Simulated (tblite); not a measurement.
Species: C₆H₁₁FS₂Si.
Z-matrix (Å and degrees, GFN2-xTB geometry), rows numbered from 1:
```
C 
C   1  1.4940
C   2  1.3234  1  123.01
F   3  1.3447  2  122.68  1     0.22
Si  2  1.8655  1  117.07  3   178.81
S   5  2.1439  2  108.68  1    53.96
C   6  1.8330  5   99.16  2   168.00
C   7  1.5207  6  114.30  5   -59.15
C   8  1.5212  7  114.42  6    79.05
S   9  1.8323  8  114.18  7   -80.16
H   1  1.0869  2  111.28  3     2.08
H   1  1.0889  2  109.68  3   123.04
H   1  1.0886  2  109.87  3  -118.73
H   3  1.0796  2  125.51  1  -179.97
H   5  1.4657  2  112.91  1   -65.59
H   7  1.0904  6  107.86  5    65.13
H   7  1.0891  6  103.95  5  -179.45
H   8  1.0921  7  109.67  6   -44.49
H   8  1.0940  7  107.55  6  -161.48
H   9  1.0904  8  111.45  7    42.32
H   9  1.0889  8  110.21  7   163.21
```

Calculated harmonic vibrations of the isolated species, GFN2-xTB (tblite), most abundant isotopes, no scaling. This tight-binding method is rough: wavenumbers can miss measured ones by several per cent, in bad cases by 10 to 20. Modes of hydrogen on silicon can be 10 to 20 % off. One conformer, not necessarily the lowest.

Harmonic wavenumbers (cm⁻¹): 30.7, 51.6, 73.0, 122.6, 130.8, 133.6, 171.7, 229.4, 252.9, 262.1, 280.0, 300.5, 404.7, 431.2, 450.3, 513.6, 564.3, 640.6, 648.1, 650.6, 685.3, 782.0, 800.8, 829.6, 880.0, 937.2, 1004.6, 1010.9, 1044.8, 1078.4, 1090.3, 1118.0, 1177.6, 1195.3, 1207.4, 1267.7, 1268.7, 1288.3, 1337.4, 1404.8, 1443.8, 1453.4, 1461.9, 1472.6, 1480.4, 1694.3, 2223.2, 2953.1, 2973.2, 2973.8, 2993.3, 3006.8, 3009.3, 3010.4, 3023.7, 3046.1, 3084.2.

A = 1434, B = 546.6, C = 425.2 MHz; mass 194.006 u (most abundant isotopes); point group C1, symmetry number 1.

Q: Zero-point energy?

A: ½Σν̃ = 34527 cm⁻¹ = 98.72 kcal/mol.

Q: Give the ideal-gas entropy at 298.15 K and 1 bar in the rigid-rotor, harmonic-oscillator model (classical rotation).

A: Translation 41.72, rotation 31.25, vibration 40.96: S = 113.9 cal/(mol K).

Q: And Cp and H(298.15 K) − H(0)?

A: Cp = 47.07 cal/(mol K), of which vibrations give 39.12 (their classical limit is 57 R = 113.3); H(298.15 K) − H(0) = 8.58 kcal/mol without the zero-point energy, 6.21 from vibrations.

Q: What must be added to the electronic energy to get the Gibbs energy at 298.15 K and 1 bar?

A: ZPE + [H(298.15 K) − H(0)] − T·S = 98.72 + 8.58 − 33.97 = 73.33 kcal/mol.

Q: How do the functions run with temperature in this model?

A: 
| T (K) | S (cal/(mol K)) | Cp (cal/(mol K)) | H − H(0) (kcal/mol) | G − H(0) (kcal/mol) | ln q(vib) |
| --- | --- | --- | --- | --- | --- |
| 150 | 88.2 | 29.8 | 2.88 | -10.34 | 4.73 |
| 250 | 106.1 | 41.5 | 6.45 | -20.08 | 8.42 |
| 400 | 129.3 | 58.0 | 13.94 | -37.78 | 13.64 |
| 600 | 156.1 | 74.4 | 27.28 | -66.40 | 20.17 |
| 900 | 189.5 | 89.9 | 52.12 | -118.42 | 29.08 |

q(vib) and H(0) count from the zero-point level.

Hindered rotation and anharmonicity are outside this model. Other conformers, if any are populated, would add a mixing term that is left out. The structure is chiral; the term R ln 2 for an equal mix with its mirror image is left out.
